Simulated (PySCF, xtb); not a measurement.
C₂H₇BFN, SMILES CCB(N)F.

GFN2-xTB (xtb) at its own geometry gives an orbital gap of 6.38 eV and a dipole moment of 2.68 D.

Geometry: ωB97X-D3(BJ)/def2-SVP. Other conformers were not sampled.

Task: What does r2SCAN/def2-TZVP (PySCF) give? (An estimate is asked for; the answer gives what the named calculation found.)

Result: gap 7.72 eV (levels -7.10 and 0.62 eV), dipole 2.17 D.
